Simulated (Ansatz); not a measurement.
`OB(O)OC[SiH3]` + H₂ → `COB(O)O` + SiH₄  (hydrogenolysis of a C–Si bond)

Gas-phase electronic energies from Ansatz, PBE0-D4/def2-TZVP geometries. CBS: MP2 limit from def2 TZ/QZ plus the TZ coupled-cluster correction, frozen cores. This one scheme is used for every species. DFT in def2-TZVPP. B3LYP here is the variant with VWN-RPA as its local correlation; programs differ in this. Each species was taken in one conformer, which may not be the lowest.

```json
{"level": "PBE-D4", "ΔE (kcal/mol)": "-11.5", "difference from CCSD(T)/CBS": "1.1"}
{"level": "PBE0-D4", "ΔE (kcal/mol)": "-12.8", "difference from CCSD(T)/CBS": "-0.2"}
{"level": "B3LYP-D4", "ΔE (kcal/mol)": "-13.1", "difference from CCSD(T)/CBS": "-0.5"}
{"level": "r2SCAN", "ΔE (kcal/mol)": "-12.6", "difference from CCSD(T)/CBS": "0.0"}
{"level": "B3LYP", "ΔE (kcal/mol)": "-15.3", "difference from CCSD(T)/CBS": "-2.7"}
{"level": "HF/def2-TZVPP", "ΔE (kcal/mol)": "-19.5", "difference from CCSD(T)/CBS": "-6.9"}
{"level": "MP2/def2-TZVPP", "ΔE (kcal/mol)": "-12.4", "difference from CCSD(T)/CBS": "0.2"}
{"level": "MP2/def2-QZVPP", "ΔE (kcal/mol)": "-11.9", "difference from CCSD(T)/CBS": "0.7"}
{"level": "SCS-MP2/def2-QZVPP", "ΔE (kcal/mol)": "-13.4", "difference from CCSD(T)/CBS": "-0.8"}
{"level": "CCSD/CBS(def2)", "ΔE (kcal/mol)": "-13.8", "difference from CCSD(T)/CBS": "-1.2"}
{"level": "CCSD(T)/CBS", "ΔE (kcal/mol)": "-12.6", "difference from CCSD(T)/CBS": "0"}
```

Largest T1 diagnostic among the species: 0.012.

From PBE to PBE0 (25 % exact exchange), in def2-TZVPP and without D4, ΔE moves by −1.1 kcal/mol. In def2-TZVPP, CCSD(T) changes the Hartree–Fock value by +6.1 kcal/mol (the triples alone add +1.2 kcal/mol) and MP2 by +7.1 kcal/mol. The D4 term adds +2.2 kcal/mol with B3LYP and +1.3 kcal/mol with PBE0; it sums over pairs of atoms, weighted by their polarisabilities, and B3LYP, whose exchange is more repulsive, gets the larger term.
